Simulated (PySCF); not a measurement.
YH₄⁻ (singlet). Method: PySCF, PBE0, basis Y def2-TZVPD with ECP28, H def2-TZVPD (scalar-relativistic core potentials, no spin–orbit coupling, density fitting).

Harmonic bands of its minimum:

```
ω (cm⁻¹)  IR (km/mol, summed over degenerate members)  degeneracy
     468                                         1415           3
     490                                          0.0           2
    1242                                         3290           3
    1367                                          0.0           1
```

Problem. The central atom is Y. Infer the point group and assign the bands.

Solution. Td. The modes span 2t2 + e + a1: 468 t2, 490 e, 1242 t2, 1367 a1. The computed geometry has Y–H 2.064 Å (×4); H–Y–H 109.5° (×6).

Stability towards spin polarisation was not tested. This need not be the most stable arrangement of these atoms. The lowest empty level of this anion is unbound, so it and the gap depend on the basis.
